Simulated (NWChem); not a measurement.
C₂H₇O cation; SMILES CC[OH2+]

```xyz
10

C      0.2885    -1.2588     0.0000
C     -0.6098    -0.0653     0.0000
O      0.1819     1.2369     0.0000
H     -0.3567    -2.1523     0.0000
H      0.9163    -1.3174    -0.9018
H      0.9163    -1.3174     0.9018
H     -1.2343     0.0439     0.8957
H     -1.2343     0.0439    -0.8957
H      0.7326     1.3746    -0.7956
H      0.7326     1.3746     0.7956
```
Atoms are numbered in this order, from 1.

Computed with NWChem. Coordinates come from a PBE0/def2-SVP optimisation. Level M06-2X/def2-SVP: energy and gradient on several grids; changes count from the extra-fine grid, which is no exact limit either.

```tsv
grid	size of the energy change (μHa)	largest change of a gradient component (μHa/bohr)	time, medium = 1 (rough)
xcoarse	10000	2000	about 1
coarse	70	600	about 1
medium	20	200	about 1
fine	< 10	50	about 1
xfine	< 10	< 30	3
```
